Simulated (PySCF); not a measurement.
Compound: C4H7N3SSi.
Numbering: `[CH2:1]=[CH:2][c:3]1[n:4][c:5]([S:6][SiH3:7])[n:8][nH:9]1`

Geometry (GFN2-xTB, Å), atoms numbered from 1 in this order:
```
atom  x, y, z in Å
C1    -2.0407   -1.5433   -0.3975
C2    -2.1128   -0.2195   -0.3138
C3    -0.9459    0.6125   -0.1740
N4     0.3169    0.2229   -0.1087
C5     1.0203    1.3727    0.0209
S6     2.7213    1.2643    0.1403
Si7    2.5946   -0.9095   -0.0164
N8     0.2676    2.4541    0.0401
N9    -0.9768    1.9604   -0.0841
H10   -2.9202   -2.1544   -0.4999
H11   -1.0868   -2.0412   -0.3657
H12   -3.0591    0.3036   -0.3450
H13    1.8927   -1.4138    1.1504
H14    2.0698   -1.2482   -1.3272
H15    4.0185   -1.2375    0.0629
H16   -1.7670    2.5859   -0.0995
```

Probes without a nucleus sit at each ring's centroid and 1 Å off its mean plane on both sides; NICS is minus the shielding there, NICSzz its component along the normal. Level: GIAO PBE0/pcSseg-1 (PySCF, non-relativistic, gas phase) on the GFN2-xTB geometry, one conformer.

Ring bond lengths (Å), with Mayer bond orders in brackets: C3–N4 1.323 (1.50), N4–C5 1.354 (1.26), C5–N8 1.318 (1.52), N8–N9 1.345 (1.16), N9–C3 1.351 (1.14).

**Question.** What do the NICS probes read (ppm)?

**Answer.** 
```
          ring                                                 type  NICS(0)  NICS(1), two faces  NICS(1)zz, two faces  rms pucker (Å)  centre to ring atoms, mean (Å)
C3–N4–C5–N8–N9  5-membered ring with 3 N; formal bonds all aromatic    -11.4       -10.5 / -10.5         -26.3 / -26.3            0.00                            1.14
```

**Question.** What can be read from them?

**Answer.** 
- C3–N4–C5–N8–N9: mean NICS(1)zz -26.3 ppm, shielded, aromatic by this magnetic criterion (flat ring, no four-coordinate atom).

**Question.** What does the geometric index give? HOMA takes Krygowski's 1993 parameters.

**Answer.** 
- C3–N4–C5–N8–N9: HOMA 0.95; the largest term is that of N8–N9, α(R − Ropt)² = 0.16. The geometric and the magnetic index point the same way.

**Question.** What is the mean of the two in-plane components of NICS at the second NICS(1) probe listed for ring C3–N4–C5–N8–N9, 1 Å off the ring?

**Answer.** The isotropic value is a third of the trace: (3 × -10.5 − (-26.3))/2 = -2.6 ppm.

**Question.** List the ring angles and the Hirshfeld charges of the ring atoms.

**Answer.** 
- C3–N4–C5–N8–N9: C3 108.2° (+0.100 e), N4 104.5° (-0.158 e), C5 113.7° (+0.054 e), N8 103.1° (-0.169 e), N9 110.6° (-0.013 e); sum 540.0° against 540° for a flat convex ring.
